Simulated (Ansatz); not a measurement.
`[SiH3]O[Si]Br` + H₂S → `[SiH3]O[Si]S` + HBr  (ligand exchange at the Si–Br bond)

Gas-phase electronic energies from Ansatz, PBE0-D4/def2-TZVP geometries. CCSD(T)/CBS adds triple-zeta CCSD(T) − MP2 to the extrapolated MP2 energy (def2 sets, frozen cores). This one scheme is used for every species. DFT in def2-TZVPP. B3LYP here is the variant with VWN-RPA as its local correlation; programs differ in this. For Br outer-core shells are correlated without core-valence functions, which leaves a few kJ/mol of doubt a bond. Scalar relativity is left out up to krypton. One conformer a species, not always the lowest.

`[SiH3]O[Si]Br`:

Cartesian coordinates in Å:
```
Si -0.709 -0.610 -0.101
O 0.324 0.056 1.019
Si 1.550 1.105 1.222
Br 1.865 1.874 -0.915
H -1.510 0.462 -0.736
H 0.075 -1.345 -1.122
H -1.595 -1.543 0.633
```

H₂S:

```xyz
3

S    -0.434    0.411    0.162
H    -0.465   -0.884   -0.186
H     0.899    0.472    0.024
```

`[SiH3]O[Si]S`:

Cartesian coordinates in Å:
```
Si 0.143 1.420 -0.162
O -0.025 -0.189 0.150
Si -0.203 -1.250 1.400
S -0.310 -3.110 0.308
H -0.988 1.856 -1.017
H 0.141 2.194 1.106
H 1.425 1.631 -0.876
H -0.182 -2.552 -0.909
```

HBr:

Z-matrix (Å, degrees):
```
Br
H 1 1.420
```

```
        level  ΔE (kJ/mol)
     B3LYP-D4         48.2
CCSD/def2-SVP         43.7
```

Task: What does CCSD(T)/CBS give? (Best estimate.)

Result: The calculation gave: +47.9 kJ/mol. The listed levels differ from it by 0.3, -4.2 kJ/mol.

Largest T1 diagnostic among the species: 0.015.

From BLYP to BHLYP (50 % exact exchange), in def2-TZVPP and without D4, ΔE moves by +3.8 kJ/mol. Leaving LDA and LC-ωPBE aside and taking each functional with its dispersion term where it has one, the values, not all of them listed here, spread over 9.0 kJ/mol, from revPBE-D4 to BHLYP-D4. In def2-TZVPP, CCSD(T) changes the Hartree–Fock value by −8.3 kJ/mol (the triples alone add −1.4 kJ/mol) and MP2 by −6.6 kJ/mol.
